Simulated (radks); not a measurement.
Ba8+, 48 electrons, occupied as [Kr] 4d9 5s2 5p1 (not the ground configuration).

All-electron calculation, non-relativistic Kohn-Sham, PBE, spin-polarised, spherical densities, point nucleus; open shells are filled with parallel spins first (spin-orbit coupling, left out, can overturn this in heavy ions); relativity is left out, which matters for an element this heavy. Program: a radial shooting solver on a logarithmic mesh with Libxc functionals.

Energy parts (hartree):
part                       energy
total                  -7867.1565
kinetic                 7864.7144
electron-nucleus      -18429.2413
Hartree                 2884.6824
exchange-correlation    -187.3119

Orbitals (lengths in bohr, moments of r in powers of bohr):
\begin{tabular}{lrrrrr}
orbital & occ. & eigenvalue (hartree) & <r^4> & <r^2> & <1/r> \\ \hline
1s up & 1 & -1311.465 & 2.447e-06 & 0.0009841 & 55.47 \\
1s down & 1 & -1311.462 & 2.447e-06 & 0.0009840 & 55.47 \\
2s up & 1 & -205.3931 & 0.0004278 & 0.01590 & 12.78 \\
2s down & 1 & -205.3741 & 0.0004277 & 0.01590 & 12.78 \\
2p up & 3 & -194.0556 & 0.0002766 & 0.01190 & 12.79 \\
2p down & 3 & -194.0399 & 0.0002765 & 0.01190 & 12.79 \\
3s up & 1 & -46.71113 & 0.01720 & 0.1069 & 4.713 \\
3s down & 1 & -46.70052 & 0.01719 & 0.1068 & 4.714 \\
3p up & 3 & -41.86453 & 0.01622 & 0.1015 & 4.643 \\
3p down & 3 & -41.85250 & 0.01621 & 0.1014 & 4.644 \\
3d up & 5 & -32.85089 & 0.01263 & 0.08383 & 4.521 \\
3d down & 5 & -32.83395 & 0.01262 & 0.08381 & 4.521 \\
4s up & 1 & -12.42010 & 0.4309 & 0.5464 & 1.991 \\
4s down & 1 & -12.36734 & 0.4308 & 0.5464 & 1.991 \\
4p up & 3 & -10.63381 & 0.5060 & 0.5849 & 1.901 \\
4p down & 3 & -10.58103 & 0.5056 & 0.5848 & 1.901 \\
4d up & 5 & -7.51291 & 0.7479 & 0.6875 & 1.705 \\
4d down & 4 & -7.45972 & 0.7458 & 0.6868 & 1.706 \\
5s up & 1 & -4.58193 & 8.433 & 2.474 & 0.8915 \\
5s down & 1 & -4.51672 & 8.511 & 2.482 & 0.8911 \\
5p up & 1 & -3.99913 & 11.10 & 2.826 & 0.8308 \\
5p down & 0 & -3.93519 & 11.27 & 2.844 & 0.8288 \\
\end{tabular}

The highest occupied level is 5p up at -108.82 eV. The electron density at the nucleus is 1.244e+05 e/bohr^3. Summed over all electrons, <r^2> = 20.33 bohr^2, which gives a Langevin (diamagnetic) susceptibility term of -16.1 x 10^-6 cm^3/mol. Virial ratio -V/T = 2.00031. The spin density at the nucleus is -0.5525 e/bohr^3 (1s -0.1946, 2s -0.4017, 3s -0.0785, 4s 0.1632, 5s -0.0410). The density falls to 0.001 e/bohr^3 at r = 2.85 bohr. Spin moment in Bohr magnetons: 2.
